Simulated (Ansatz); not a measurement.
System: sum formula ZnHS (charge +1, singlet). 
Geometry from a B3LYP-D3(BJ)/def2-TZVP (Ansatz, a first-principles code) optimisation:
```xyz
3

Zn    -0.3566    -0.6416    -0.2847
S      0.5771     1.1739     0.4591
H      1.4649     0.4663     1.1952
```
Charge +1, spin multiplicity 1.

Total electronic energies in hartree. Cores are frozen in the correlated levels unless marked. Spin-orbit coupling is left out. Frozen are the shells of the preceding noble gas and the d and f shells that filled before the atom's block. No relativistic terms. CBS(X,Y): correlation extrapolated as X^-3; Hartree-Fock from the larger set. The bracket is a focal-point correction in the basis named. The program attaches cautions to a run behind CCSD/STO-3G: other roots. The program attaches cautions to a run behind CCSD(T)/STO-3G: other roots.

```json
[
 {"level": "HF/6-31G*", "program": "Ansatz", "energy (Eh)": "-2175.31069"},
 {"level": "HF/def2-SVPD", "program": "Ansatz", "energy (Eh)": "-2175.28817"},
 {"level": "BLYP/def2-TZVPD", "program": "Ansatz", "energy (Eh)": "-2177.98982"},
 {"level": "revPBE-D4/def2-TZVPD", "program": "Ansatz + dftd4", "energy (Eh)": "-2177.71864"},
 {"level": "B3LYP/def2-TZVPD", "program": "Ansatz", "energy (Eh)": "[?]"},
 {"level": "PBE0/STO-3G", "program": "Ansatz", "energy (Eh)": "[?]"},
 {"level": "PBE0-D3(BJ)/def2-TZVPD", "program": "Ansatz + dftd3", "energy (Eh)": "-2177.51365"},
 {"level": "CAM-B3LYP/def2-TZVPD", "program": "Ansatz", "energy (Eh)": "-2178.01488"},
 {"level": "wB97X/def2-TZVPD", "program": "Ansatz", "energy (Eh)": "-2177.93180"},
 {"level": "B2GP-PLYP/def2-TZVPD", "program": "Ansatz", "energy (Eh)": "[?]"},
 {"level": "B2PLYP-D4/def2-TZVPD", "program": "Ansatz + dftd4", "energy (Eh)": "-2177.47064"},
 {"level": "MP2/CBS(def2-TZVPPD,def2-QZVPPD)", "program": "Ansatz", "energy (Eh)": "-2176.4439"},
 {"level": "RI-MP2/def2-TZVPP", "program": "Ansatz", "energy (Eh)": "-2176.30860"},
 {"level": "RI-MP2/def2-TZVPPD", "program": "Ansatz", "energy (Eh)": "-2176.31056"},
 {"level": "RI-MP2/CBS(def2-TZVPPD,def2-QZVPPD)", "program": "Ansatz", "energy (Eh)": "-2176.4437"},
 {"level": "SCS-MP2/6-31G*", "program": "Ansatz", "energy (Eh)": "-2175.64493"},
 {"level": "SCS-MP2/def2-SVPD", "program": "Ansatz", "energy (Eh)": "-2175.67574"},
 {"level": "SCS-MP2/def2-TZVPPD", "program": "Ansatz", "energy (Eh)": "-2176.25595"},
 {"level": "CCSD/STO-3G", "program": "Ansatz", "energy (Eh)": "-2151.04751"},
 {"level": "CCSD(T)/STO-3G", "program": "Ansatz", "energy (Eh)": "-2151.05432"},
 {"level": "CCSD(T)/def2-SVPD", "program": "Ansatz", "energy (Eh)": "-2175.72306"},
 {"level": "RI-MP2/CBS(def2-TZVPPD,def2-QZVPPD)+[CCSD(T)-MP2]/def2-SVPD", "program": "Ansatz", "energy (Eh)": "-2176.4544"},
 {"level": "CCSD(T)/CBS(def2-TZVPPD,def2-QZVPPD)", "program": "Ansatz", "energy (Eh)": "-2176.4394"}
]
```

Q: Some entries are withheld; supply them.

A: 
- B3LYP/def2-TZVPD, energy (Eh): -2177.96797
- PBE0/STO-3G, energy (Eh): -2152.41793
- B2GP-PLYP/def2-TZVPD, energy (Eh): -2177.30262
